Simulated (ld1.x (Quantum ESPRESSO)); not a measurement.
# What one change does to a pseudopotential (Ga, TM)

ld1.x (Quantum ESPRESSO) 7.5 input, shortened:

```
&input
   title='Ga', zed=31., rel=1, dft='PZ', iswitch=3,
   config='[Ar] 3d10 4s2 4p0.5'
 /
 &inputp
   pseudotype=2, tm=.true., lloc=-2, rcloc=1.45,
   nlcc=.false.
 /
3
4S  1  0   2.00   0.00  2.00  2.00  0.0
4P  2  1   0.50   0.00  2.65  2.65  0.0
3D  3  2  10.00   0.00  1.35  1.35  0.0
 &test
   configts(1)='3d10 4s2 4p0.5'
 /
```

Change: wave 4p (bound): rc 2.65 bohr becomes 4p (bound): rc 3.30 bohr.

Cutoffs: the cutoffs (Ry, on a coarse ladder) from which the occupation-weighted sum of valence levels, in a spherical-Bessel basis at the reference potential, stays within 10 and 1 mRy of its value at 400 Ry; they do not see the model core or the augmentation charge, which bear on the density cutoff. Errors are all-electron minus pseudo energies relative to the spin-unpolarised reference configuration.

Predict the effect on cutoff, ghosts and configuration errors.

The potential gets neither clearly harder nor softer (160 Ry and 300 Ry → 160 Ry and 300 Ry); of the 9 tests that both files solve, the error grows in 3 and shrinks in 4 by more than 15 % and 0.3 meV (median size 3.9 → 1.5 meV); neither file shows a bound ghost.

```csv
quantity,base,changed
"cutoff, loose",160 Ry,160 Ry
"cutoff, tight",300 Ry,300 Ry
bound ghosts,none,none
"error for 3d10 4s2 4p1, meV [ΔE -2.12 eV]",+0.4,+0.2
"error for 3d10 4s2 4p0, meV [ΔE 3.77 eV]",-0.5,-1.5
"error for 3d10 4s1 4p0, meV [ΔE 25.27 eV]",+3.9,-2.3
"error for 3d9 4s2 4p1, meV [ΔE 25.85 eV]",-146,-106
"error for 3d10 4s1 4p1, meV [ΔE 11.22 eV]",+4.2,+9.6
"error for 3d9 4s0 4p0, meV [ΔE 121.09 eV]",-49,-84
"error for 3d10 4s0 4p0, meV [ΔE 56.87 eV]",+14,+1.2
"error for 3d10 4s2 4p0.5 (spin-polarised), meV [ΔE -0.04 eV]",+0.3,-0.1
"error for 3d10 4s2 4p1 (spin-polarised), meV [ΔE -2.25 eV]",+1.3,+0.1
```
